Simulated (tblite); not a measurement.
C₆H₆NOS (doublet state).
SMILES with atom numbers: `[CH3:1][N:2][c:3]1[cH:4][cH:5][c:6]([CH:7]=[O:8])[s:9]1` (hydrogens: H10, H11, H12 on C1; H13 on C4; H14 on C5; H15 on C7)

Geometry (GFN2-xTB, Å), atoms numbered from 1 in this order:
```
atom  x, y, z in Å
C1    -3.0054   -0.1162    0.0740
N2    -1.8021    0.2231    0.7439
C3    -0.6413    0.1227    0.2231
C4    -0.1616   -0.3097   -1.0543
C5     1.1961   -0.2480   -1.1720
C6     1.8520    0.2241   -0.0234
C7     3.2707    0.3883    0.1410
O8     3.8239    0.7870    1.1414
S9     0.7438    0.6038    1.2438
H10   -2.8930   -0.4284   -0.9695
H11   -3.6662    0.7518    0.1286
H12   -3.4852   -0.9159    0.6435
H13   -0.8254   -0.6487   -1.8289
H14    1.7416   -0.5320   -2.0560
H15    3.8477    0.1061   -0.7626
```

The geometry is computed with GFN2-xTB (gas phase). This method treats the open shell by occupation alone, without spin polarisation.

Take the most abundant isotopes and a rigid rotor. The values belong to one conformer with, in the numbering `[CH3:1][N:2][c:3]1[cH:4][cH:5][c:6]([CH:7]=[O:8])[s:9]1`, C1–N2–C3–C4 0°, C5–C6–C7–O8 -179°.

(1) What are A, B and C (cm⁻¹)?

(2) What kind of rotor is it?

(3) What does the inertial defect say?

(4) List the rotational levels J(Ka,Kc) to J = 3 (K).

Results:

(1) Ia = 117.74, Ib = 609.89, Ic = 724.52 u·Å²; 505379 MHz·u·Å²/I gives 4292, 828.6 and 697.5 MHz, that is A = 0.14318, B = 0.02764, C = 0.02327 cm⁻¹.

(2) A near-prolate asymmetric top. Ray's parameter κ = (2B − A − C)/(A − C) = -0.927; −1 is the prolate and +1 the oblate limit.

(3) Not planar: Δ = Ic − Ia − Ib = -3.11 u·Å². For a rigid frame Δ = −2 Σ m c², so Σ m c² = 1.55 u·Å² lies off the ab plane, practically all of it from hydrogen. The atom farthest from that plane is 0.91 Å away.

(4) Above 0(0,0), as E/k:
J = 1: 1(0,1) 0.073, 1(1,1) 0.239, 1(1,0) 0.246
J = 2: 2(0,2) 0.220, 2(1,2) 0.380, 2(1,1) 0.399, 2(2,1) 0.897, 2(2,0) 0.897
J = 3: 3(0,3) 0.439, 3(1,3) 0.590, 3(1,2) 0.628, 3(2,2) 1.117, 3(2,1) 1.118, 3(3,1) 1.964, 3(3,0) 1.964

For this open shell read J as N, the rotation without spin; fine and hyperfine splittings come on top. Its GFN2-xTB frequencies are all real (lowest 68 cm⁻¹). These are rigid-rotor constants of the computed structure; measured ground-state constants (B0) also hold zero-point vibration.

Time: 0.53 s wall. Hardware: one thread of an Arm Neoverse V1, shared host with 32 logical CPUs at a one-minute load of 41. These figures are those of the optimisation.
